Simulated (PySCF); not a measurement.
Work out the structure from these simulated measurements.

Formula: B2H7NOSi.

- UV, first state: lowest singlet excitation: 5.97 eV (208 nm, f = 0.000) [TDDFT wB97X-D/def2-SVPD]
- Rotational structure: rotational constants A, B, C: 23.421, 1.424, 1.396 GHz [PBE0-D3(BJ)/def2-SVP]
- Triplet: lowest triplet excitation (Tamm–Dancoff): 5.52 eV [TDA wB97X-D/def2-SVPD]
- Dipole: 1.37 D [wB97X-D/def2-SVPD]
- Valence photoelectron: vertical ionisation energy: 10.11 eV [ΔSCF wB97X-D/def2-SVPD]
- XPS: Si2p3/2 107.4, B1s 196.9, B1s 196.9, N1s 404.8, O1s 538.9, Si1s 1847.3 eV [ΔSCF SCAN, pcX-2 on the ionised atom, pcseg-1 elsewhere, spin-free X2C, 2p3/2 from a spin–orbit splitting computed afterwards within the 2p shell]
- 1H NMR: chemical shifts (computed TMS as zero) by class: 5.20 (2 H), 4.69 (3 H), 4.61 (1 H), 2.45 (1 H) ppm [GIAO KT3/pcSseg-2]
- Polarisability: 69.1 au [wB97X-D/def2-SVPD]

The electronic properties come from PySCF, for the isolated species, density fitting. Levels stand in brackets. The structure is a single PBE0-D3(BJ)/def2-SVP conformer in the gas phase; no vibrational or solvent corrections. NMR classes are plain means over equivalent atoms (diastereotopic ones count apart unless rotation or inversion swaps them), as if these changed places fast.

**Question.** What is the compound? Reason from the data.

**Answer.** Numbering: `[BH2:1][O:2][BH:3][NH:4][SiH3:5]`. Hydrogen classes from least to most shielded: 2 H on a three-coordinate boron, B1 (5.20 ppm), 3 H on an SiH3 silicon, Si5 (4.69 ppm), 1 H on a three-coordinate boron, B3 (4.61 ppm), 1 H on a silicon-bound nitrogen, N4 (2.45 ppm). The core levels belong to: Si2p3/2 107.4 eV, SiH3 silicon [Si5]; B1s 196.9 eV, three-coordinate boron [B3]; B1s 196.9 eV, three-coordinate boron [B1]; N1s 404.8 eV, silicon-bound nitrogen [N4]; O1s 538.9 eV, boron-bound oxygen [O2]; Si1s 1847.3 eV, SiH3 silicon [Si5]. The hole state at 196.9 eV has ⟨S²⟩ = 0.83 against 0.75, so that value is less sure. The first electron is taken from the HOMO, whose largest Löwdin shares are 0.31 on the silicon-bound nitrogen, 0.20 on the boron-bound oxygen, 0.12 on a three-coordinate boron and 0.08 on the SiH3 silicon. The optimised geometry has point group C1 and is an asymmetric top. Structure: `O(BN[SiH3])B`. The assignments are read from this structure; whether some other isomer fits the data as well wasn't checked.

The values belong to the conformer `[BH2:1][O:2][BH:3][NH:4][SiH3:5]`: B1–O2–B3–N4 99°, O2–B3–N4–Si5 177°.
